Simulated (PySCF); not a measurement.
CH₄BeSSe, SMILES C[S][Be][SeH].

The structure is a stationary point at TPSSh-D3(BJ)/def2-SVP. The structure was generated by enumeration; whether it is a known compound was not checked. Other conformers were not sampled.

Level of theory: PySCF with C-PCM-M06-2X/def2-SVP.

The values are the electrostatic part of the solvation free energy, E(continuum) − E(gas) at the gas-phase geometry, in a cavity of scaled van der Waals radii (PySCF's table); cavitation and dispersion terms are not included. A continuum can't describe solvent molecules that bind to the metal. In vacuum the orbital gap is 8.23 eV. The dipole moment in vacuum is 1.81 D.

Computed values in water (ε = 78.36), chlorobenzene (ε = 5.70), dichloromethane (ε = 8.93):
```json
[
 {"solvent": "water", "ε": "78.36", "ΔG(elec) (kcal/mol)": "-6.5", "dipole (D)": "2.34", "gap (eV)": "8.48"},
 {"solvent": "chlorobenzene", "ε": "5.70", "ΔG(elec) (kcal/mol)": "-5.2", "dipole (D)": "2.23", "gap (eV)": "8.44"},
 {"solvent": "dichloromethane", "ε": "8.93", "ΔG(elec) (kcal/mol)": "-5.7", "dipole (D)": "2.27", "gap (eV)": "8.45"}
]
```
